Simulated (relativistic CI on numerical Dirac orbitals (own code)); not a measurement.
# Ag2+: resonant inelastic scattering at the M2,3 edge

Computed with this model: Dirac-Coulomb-Breit CI, orbitals from a KLI potential per configuration, QED by a radiative potential, valence Slater integrals scaled by 0.8, Kramers-Heisenberg scattering through one core-hole configuration in a parametric crystal field; configurations [Kr] 4d9 → [Ne] 3s2 3p5 3d10 4s2 4p6 4d10; 300 K; core-hole width 2 eV; summed over polarisations. Incident energies are the highest absorption maxima for each field (at most a few, so the weaker spin-orbit partner edge can be absent), on the computed scale of the free ion. Intensities are in per cent of the strongest line above 0.02 eV; levels within 1 cm⁻¹ are merged; final levels count from the ground level, the first row holds all elastic scattering, lines under 0.4 are left out and each table stops after 24 rows. The scale of the Slater integrals is a model choice and moves the terms in proportion.

Field parameters in Wybourne normalisation: Oh B⁴₀ = 21Dq, B⁴₄ = √(5/14) B⁴₀. The field is a parameter set, without covalency.

S is read from ⟨S²⟩ = S(S + 1).

Oh, 10Dq = 4700 cm⁻¹:

| Final level (eV) | Degeneracy | Irrep | S | 571.6 eV |
| --- | --- | --- | --- | --- |
| 0.000 | 4 | Γ8 | 0.50 | 180.0 |
| 0.456 | 2 | Γ7 | 0.50 | 100.0 |
| 0.873 | 4 | Γ8 | 0.50 | 56.1 |

Oh, 10Dq = 10650 cm⁻¹:

```json
{"Final level (eV)": "0.000", "Degeneracy": "4", "Irrep": "Γ8", "S": "0.50", "572 eV": "161.5"}
{"Final level (eV)": "1.151", "Degeneracy": "2", "Irrep": "Γ7", "S": "0.50", "572 eV": "100.0"}
{"Final level (eV)": "1.525", "Degeneracy": "4", "Irrep": "Γ8", "S": "0.50", "572 eV": "74.7"}
```

Oh, 10Dq = 16550 cm⁻¹:

| Final level (eV) | Degeneracy | Irrep | S | 572.5 eV | 603.8 eV |
| --- | --- | --- | --- | --- | --- |
| 0.000 | 4 | Γ8 | 0.50 | 153.2 | 19.1 |
| 1.867 | 2 | Γ7 | 0.50 | 100.0 | 0.1 |
| 2.225 | 4 | Γ8 | 0.50 | 83.0 | 47.4 |

For the first field the strongest loss at the lowest incident energy is the level at 0.46 eV (S = 0.50, against 0.50 in the thermal ground state).
